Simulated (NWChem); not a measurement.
Molecule: C$_{2}$H$_{5}$FOSi; SMILES CC(=O)[SiH2]F

```xyz
10

C     -1.4793     1.1867     0.0000
C     -0.0117     0.8783     0.0000
O      0.8499     1.7317     0.0000
Si     0.6772    -0.9179     0.0000
F     -0.5370    -2.0061     0.0000
H     -1.9581     0.7294    -0.8818
H     -1.6415     2.2738     0.0000
H     -1.9581     0.7294     0.8818
H      1.4914    -1.1112    -1.2295
H      1.4914    -1.1112     1.2295
```
Atoms are numbered in this order, from 1.

STO-3G and 3-21G are far too small for this property and stand as cheap habits. Coordinates come from a PBE0/def2-SVP optimisation.

Task: Give the principal values of the shielding tensors (ppm) of C1, C2, O3, Si4, F5 from Hartree-Fock/STO-3G, GIAO (NWChem), with their diamagnetic and paramagnetic parts as GIAO splits them.

Result: 
```csv
atom,σ11,σ22,σ33,isotropic,diamagnetic,paramagnetic
C1,196.6,214.4,233.6,214.9,246.9,-32.0
C2,-70.2,71.0,190.4,63.7,256.0,-192.3
O3,-1452.8,-452.2,494.4,-470.2,386.1,-856.3
Si4,572.7,583.7,682.1,612.9,866.9,-254.0
F5,437.5,658.8,695.1,597.2,456.6,140.5
```
